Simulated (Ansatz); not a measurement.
Which isomer of CH5GeO− gives these data?

These gas-phase data were calculated for one isomer of CH5GeO− at PBE-D3(BJ)/def2-SVPD (harmonic, unscaled wavenumbers; equilibrium rotational constants with average atomic masses):

- rotational constants: 10.53, 6.233, 4.222 GHz
- all wavenumbers above 1500 cm⁻¹: 3767, 3023, 3012, 2918, 1652

Candidates:

(1) `[CH3][GeH2][O-]`, a singlet
(2) `[CH3][GeH-][OH]`, a singlet

Question: Assign the data to one candidate and say why.

Answer: Candidate (2). The band at 3767 cm⁻¹ lies where the O–H stretch is expected; (1) has no mode between 3300 and 4000 cm⁻¹.

The same quantities for all candidates:

```tsv
	rotational constants (GHz)	wavenumbers above 1500 cm⁻¹	E above the lowest, PBE-D3(BJ)/def2-SVPD (kcal/mol)
(1)	16.08, 5.792, 4.632	3049, 3035, 2937, 1813, 1771	6.7
(2)	10.53, 6.233, 4.222	3767, 3023, 3012, 2918, 1652	0.0
```

Harmonic stretches to hydrogen usually lie a few per cent above observed fundamentals. Each candidate is one conformer. Programs: Ansatz 0.2.0.
